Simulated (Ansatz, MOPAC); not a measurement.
Molecule: HSe, net charge -1, singlet state. SMILES: [SeH-]

Atoms: Se1, H2. Bonds: Se1-H2.

Bond lengths (Å) and angles (degrees) optimised at PM6 with MOPAC; HF/STO-3G with Ansatz (a program for electronic structure); HF/6-31G* with LANL2DZ past Ar with Ansatz; B3LYP/LANL2DZ with Ansatz, each started from the B3LYP-D3(BJ)/def2-TZVP structure (Ansatz) of the last column. A row stands for all coordinates that are equal there. 6-31G* holds six Cartesian d functions.

| coordinate | PM6 | HF/STO-3G | HF/6-31G* with LANL2DZ past Ar | B3LYP/LANL2DZ | B3LYP-D3(BJ)/def2-TZVP |
|---|---|---|---|---|---|
| Se1-H2 | 1.457 | 1.434 | 1.513 | 1.526 | 1.478 |

Mean signed difference of all 1 bond lengths from B3LYP-D3(BJ)/def2-TZVP: PM6 -0.021 Å, HF/STO-3G -0.044 Å, HF/6-31G* with LANL2DZ past Ar 0.035 Å, B3LYP/LANL2DZ 0.047 Å.
